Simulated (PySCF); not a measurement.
B(Cl)(Me)(SH) (CH4BClS), SMILES CB(S)Cl.

The structure is a stationary point at B3LYP-D3(BJ)/def2-SVP. One conformer was computed; it need not be the lowest.

All values below come from B3LYP-D3(BJ)/def2-SVP in PySCF.

Frequencies are harmonic and unscaled.

```json
[
 {"mode": "1", "ν (cm⁻¹)": "77", "IR (km/mol)": "0.7", "Raman (Å⁴/amu)": "0.0", "depolarisation": "–", "moving atoms (share of kinetic energy)": "H 97 %"},
 {"mode": "2", "ν (cm⁻¹)": "248", "IR (km/mol)": "0.6", "Raman (Å⁴/amu)": "1.1", "depolarisation": "0.74", "moving atoms (share of kinetic energy)": "S 37 %, Cl 36 %, C 12 %, B 10 %"},
 {"mode": "3", "ν (cm⁻¹)": "284", "IR (km/mol)": "0.4", "Raman (Å⁴/amu)": "1.4", "depolarisation": "0.68", "moving atoms (share of kinetic energy)": "C 32 %, H 29 %, Cl 19 %, S 16 %"},
 {"mode": "4", "ν (cm⁻¹)": "381", "IR (km/mol)": "4.9", "Raman (Å⁴/amu)": "3.3", "depolarisation": "0.75", "moving atoms (share of kinetic energy)": "H 50 %, B 43 %"},
 {"mode": "5", "ν (cm⁻¹)": "428", "IR (km/mol)": "6.6", "Raman (Å⁴/amu)": "4.0", "depolarisation": "0.75", "moving atoms (share of kinetic energy)": "H 75 %, B 22 %"},
 {"mode": "6", "ν (cm⁻¹)": "533", "IR (km/mol)": "7.7", "Raman (Å⁴/amu)": "12.0", "depolarisation": "0.11", "moving atoms (share of kinetic energy)": "C 32 %, S 25 %, Cl 24 %, H 12 %"},
 {"mode": "7", "ν (cm⁻¹)": "774", "IR (km/mol)": "76.4", "Raman (Å⁴/amu)": "3.5", "depolarisation": "0.72", "moving atoms (share of kinetic energy)": "H 47 %, B 27 %, C 10 %, Cl 9 %"},
 {"mode": "8", "ν (cm⁻¹)": "834", "IR (km/mol)": "5.5", "Raman (Å⁴/amu)": "12.0", "depolarisation": "0.73", "moving atoms (share of kinetic energy)": "H 88 %"},
 {"mode": "9", "ν (cm⁻¹)": "846", "IR (km/mol)": "10.1", "Raman (Å⁴/amu)": "1.0", "depolarisation": "0.75", "moving atoms (share of kinetic energy)": "H 60 %, B 20 %, C 20 %"},
 {"mode": "10", "ν (cm⁻¹)": "1042", "IR (km/mol)": "226.9", "Raman (Å⁴/amu)": "1.4", "depolarisation": "0.54", "moving atoms (share of kinetic energy)": "B 58 %, H 27 %, C 10 %"},
 {"mode": "11", "ν (cm⁻¹)": "1120", "IR (km/mol)": "78.0", "Raman (Å⁴/amu)": "0.6", "depolarisation": "0.49", "moving atoms (share of kinetic energy)": "B 64 %, H 26 %"},
 {"mode": "12", "ν (cm⁻¹)": "1330", "IR (km/mol)": "63.3", "Raman (Å⁴/amu)": "10.2", "depolarisation": "0.56", "moving atoms (share of kinetic energy)": "H 68 %, C 26 %"},
 {"mode": "13", "ν (cm⁻¹)": "1431", "IR (km/mol)": "5.1", "Raman (Å⁴/amu)": "12.7", "depolarisation": "0.75", "moving atoms (share of kinetic energy)": "H 96 %"},
 {"mode": "14", "ν (cm⁻¹)": "1434", "IR (km/mol)": "2.7", "Raman (Å⁴/amu)": "15.2", "depolarisation": "0.74", "moving atoms (share of kinetic energy)": "H 94 %"},
 {"mode": "15", "ν (cm⁻¹)": "2670", "IR (km/mol)": "3.6", "Raman (Å⁴/amu)": "138.3", "depolarisation": "0.28", "moving atoms (share of kinetic energy)": "H 97 %"},
 {"mode": "16", "ν (cm⁻¹)": "3025", "IR (km/mol)": "0.3", "Raman (Å⁴/amu)": "152.4", "depolarisation": "0.01", "moving atoms (share of kinetic energy)": "H 97 %"},
 {"mode": "17", "ν (cm⁻¹)": "3094", "IR (km/mol)": "2.4", "Raman (Å⁴/amu)": "84.7", "depolarisation": "0.75", "moving atoms (share of kinetic energy)": "H 91 %, C 9 %"},
 {"mode": "18", "ν (cm⁻¹)": "3128", "IR (km/mol)": "12.9", "Raman (Å⁴/amu)": "68.6", "depolarisation": "0.75", "moving atoms (share of kinetic energy)": "H 91 %, C 9 %"}
]
```
